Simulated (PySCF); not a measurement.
Geometries of 2 isomers of Ge2H9NSi, from PBE0-D3(BJ)/def2-SVP geometry optimisation, gas phase in PySCF. One conformer each, no zero-point energy, no frequencies.

Question: Which is lower in electronic energy at this level?
A.
```xyz
13
angstrom
N     -1.679    1.056   -0.226
Ge    -1.535   -0.789   -0.218
Ge     0.833   -1.173   -0.572
Si     1.905    0.825    0.163
H     -1.399    1.485   -1.104
H     -2.603    1.408    0.016
H     -2.439   -1.510   -1.253
H     -1.966   -1.239    1.192
H      1.146   -1.440   -2.059
H      1.324   -2.393    0.233
H      1.522    1.117    1.576
H      3.393    0.690    0.086
H      1.494    1.965   -0.712
```
B.
```xyz
13
angstrom
N     -1.739    1.008   -0.375
Si    -1.569   -0.707   -0.141
Ge     0.734   -1.200   -0.505
Ge     1.977    0.793    0.095
H     -1.418    1.425   -1.242
H     -2.582    1.470   -0.050
H     -2.437   -1.585   -0.999
H     -1.927   -0.997    1.281
H      1.032   -1.561   -1.976
H      1.199   -2.391    0.357
H      1.664    1.188    1.550
H      3.498    0.579   -0.040
H      1.574    1.960   -0.827
```

Answer: B. That is `N[SiH2][GeH2][GeH3]`, 9.4 kcal/mol below the other.

```json
{"SMILES": "N[SiH2][GeH2][GeH3]", "atoms numbered as above": "[NH2:1][SiH2:2][GeH2:3][GeH3:4]", "E (Eh)": "-4502.32593", "relative (kcal/mol)": "0.0", "relative (kJ/mol)": "0.0", "dipole (D)": "1.66"}
{"SMILES": "[NH2][GeH2][GeH2][SiH3]", "atoms numbered as above": "[NH2:1][GeH2:2][GeH2:3][SiH3:4]", "E (Eh)": "-4502.31089", "relative (kcal/mol)": "9.4", "relative (kJ/mol)": "39.5", "dipole (D)": "1.39"}
```
